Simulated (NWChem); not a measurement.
System: hydronium (H$_{3}$O cation); SMILES [OH3+]

All runs: NWChem. Each level has its own optimisation; frequencies are unscaled.

For level Hartree-Fock/STO-3G:

```
Property                           Value
---------------------------------  -----
highest harmonic frequency (cm⁻¹)   4308
lowest (cm⁻¹)                        847
zero-point energy (kcal/mol)        24.8
```

Question: What are these values for level B3LYP/3-21G?

Answer: 
- highest harmonic frequency (cm⁻¹): 3589
- lowest (cm⁻¹): 481
- zero-point energy (kcal/mol): 20.7
